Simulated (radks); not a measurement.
Results of a calculation; reference values are marked as such.
Charge is removed step by step from the 6s level of Ir, starting from [Xe] 4f14 5d7 6s2. Code: a radial shooting solver on a logarithmic mesh with Libxc functionals. Model: scalar-relativistic Kohn-Sham, r2SCAN, spin-unpolarised, spherical densities, finite nucleus; meta-GGA in the generalised Kohn-Sham scheme; Fermi nuclear charge, rms radius 5.4032 fm.

\begin{tabular}{lrrr}
removed (e) & E - E(0) (eV) & eigenvalue (eV) & E minus straight line (eV) \\ \hline
0 & 0.000 & -6.538 & 0.000 \\
0.1 & 0.687 & -7.204 & -0.308 \\
0.2 & 1.440 & -7.877 & -0.550 \\
0.3 & 2.261 & -8.556 & -0.724 \\
0.4 & 3.151 & -9.241 & -0.830 \\
0.5 & 4.109 & -9.932 & -0.867 \\
0.6 & 5.136 & -10.628 & -0.834 \\
0.7 & 6.234 & -11.331 & -0.732 \\
0.8 & 7.402 & -12.039 & -0.559 \\
0.9 & 8.641 & -12.752 & -0.315 \\
1 & 9.951 & -13.472 & 0.000 \\
\end{tabular}

Removing the whole electron costs 9.951 eV by Delta-SCF, against 6.538 eV from minus the eigenvalue at the starting occupation. Slater's transition state (half an electron removed) gives 9.932 eV. Integrating minus the eigenvalue over the occupation (Janak's theorem) gives 9.956 eV. In this scalar-relativistic scheme the density is built from large components alone, so the theorem holds only approximately. The mean slope of the eigenvalue, de/dn, is 6.93 eV per electron. Ionisation energy of Ir in the NIST Atomic Spectra Database: 8.967 eV (measured).

Beside tabulated values, note that spin-unpolarised runs miss the spin-polarisation part of the exchange energy of open shells.
